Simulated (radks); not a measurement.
Q: Valence configurations of Re2+ (all share [Xe]). All-electron calculation, Dirac Kohn-Sham, BLYP, spin-unpolarised, spherical densities, finite nucleus; open shells fill j = l - 1/2 first; Fermi nuclear charge, rms radius 5.3698 fm. Program: a radial shooting solver on a logarithmic mesh with Libxc functionals. Order these by energy: 4f14 5d3 6s2; 4f13 5d5 6p1; 4f14 5d4 6p1; 4f13.5 5d5.5; 4f14 5d2.5 6s2 6p0.5; 4f14 5d3 6s1 6p1; 4f14 5d4.5 6p0.5; 4f14 5d5; 4f13 5d2.5 6s2 6p1.5; 4f14 5d4 6s1.

A: From the lowest, in eV above it: 4f14 5d5 0.000; 4f14 5d4 6s1 1.095; 4f14 5d4.5 6p0.5 3.386; 4f14 5d3 6s2 4.281; 4f14 5d4 6p1 7.177; 4f14 5d2.5 6s2 6p0.5 9.592; 4f14 5d3 6s1 6p1 10.677; 4f13.5 5d5.5 19.209; 4f13 5d5 6p1 48.943; 4f13 5d2.5 6s2 6p1.5 65.673. NIST lists [Xe] 4f14 5d5 as the ground configuration; this level of theory agrees among the configurations tried. The energies are those of spherical spin-averaged densities, not of single terms.
